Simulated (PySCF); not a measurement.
# `CC(C)(C)NCC(F)(F)F`: 4 charge schemes on one density

Species: C6H12F3N.
Z-matrix (Å and degrees, PBE0-D3(BJ)/def2-SVP geometry), rows numbered from 1:
```
C 
C   1  1.5290
C   2  1.5268  1  109.14
C   2  1.5342  1  110.05  3  -120.39
N   2  1.4644  1  109.25  3   115.53
C   5  1.4329  2  118.39  1    67.55
C   6  1.5103  5  110.11  2  -162.84
F   7  1.3410  6  110.90  5   -57.48
F   7  1.3303  6  112.55  5    63.06
F   7  1.3378  6  110.61  5  -176.44
H   1  1.0997  2  110.10  3   -62.33
H   1  1.1010  2  112.07  3   177.23
H   1  1.1001  2  110.48  3    57.98
H   3  1.0998  2  111.05  1   -60.60
H   3  1.1027  2  110.81  1   179.76
H   3  1.0999  2  110.26  1    60.08
H   4  1.1009  2  111.19  1    60.55
H   4  1.1013  2  111.55  1   -59.29
H   4  1.1021  2  110.74  1  -179.56
H   5  1.0169  2  110.13  1  -164.60
H   6  1.0995  5  110.33  2   -45.69
H   6  1.1098  5  116.10  2    76.09
```

Density: PBE0/pcSseg-1 (PySCF); schemes: Mulliken, IAO, Hirshfeld and ESP-fitted. The structure is a single PBE0-D3(BJ)/def2-SVP conformer in the gas phase; no vibrational or solvent corrections.

**Question.** Atoms with like bonding are taken together and averaged. At which atom do the 4 schemes differ most?

**Answer.** At C2: from -0.389 (Mulliken) to +0.859 e (ESP-fitted), 1.248 e apart.

**Question.** For which atoms does the sign change between the 4 schemes (beyond +0.03 e in one, beyond −0.03 e in another)?

**Answer.** C2.

**Question.** Tabulate the Mulliken, IAO, Hirshfeld and ESP-fitted charges.

**Answer.** In e; atoms taken as equivalent share a row and are averaged (×n: the atom named and its like, n in all):

| atom | environment | Mulliken | IAO | Hirshfeld | ESP-fitted |
| --- | --- | --- | --- | --- | --- |
| C1/C3/C4 | methyl carbon | -0.168 | -0.415 | -0.120 | -0.585 |
| C2 | sp3 carbon bound to nitrogen | -0.389 | +0.153 | +0.068 | +0.859 |
| N5 | secondary amine nitrogen | -0.479 | -0.417 | -0.159 | -0.854 |
| C6 | sp3 carbon bound to nitrogen | -0.093 | -0.194 | -0.055 | -0.103 |
| C7 | CF3 carbon | +0.801 | +0.814 | +0.253 | +0.618 |
| F8/F9/F10 | fluorine of a CF3 group | -0.272 | -0.285 | -0.095 | -0.206 |
| H11 (×9) | methyl hydrogen | +0.114 | +0.136 | +0.039 | +0.140 |
| H20 | N–H hydrogen | +0.184 | +0.241 | +0.101 | +0.379 |
| H21/H22 | methylene hydrogen | +0.134 | +0.141 | +0.041 | +0.107 |

Mean size of the charges over all atoms: ESP-fitted 0.303 e, IAO 0.246 e, Mulliken 0.208 e, Hirshfeld 0.078 e. Each set sums to the total charge, 0, to within 0.001 e. The Mulliken scheme gives each basis function's population to the atom it is centred on and halves the overlap population of two atoms between them. The ESP scheme fits charges at the nuclei, held to the total charge, to the electrostatic potential on points at 1.4 to 2.0 times the van der Waals radii.

Some averages cover members that differ in this geometry: C1/C3/C4, ESP-fitted -0.621 to -0.518; H11 (×9), ESP-fitted +0.115 to +0.168; F8/F9/F10, ESP-fitted -0.232 to -0.185; H21/H22, IAO +0.124 to +0.158 e.

**Question.** How closely do the schemes follow one another over all atoms?

**Answer.** Correlation coefficient and root-mean-square difference: IAO with Hirshfeld 0.99, 0.202 e; Hirshfeld with ESP-fitted 0.89, 0.310 e; IAO with ESP-fitted 0.87, 0.199 e; Mulliken with IAO 0.86, 0.151 e; Mulliken with Hirshfeld 0.86, 0.189 e; Mulliken with ESP-fitted 0.57, 0.325 e.

**Question.** How many electrons does the ESP-fitted scheme count on C1?

**Answer.** Its own charge is -0.615 e, so Z − q = 6.615.
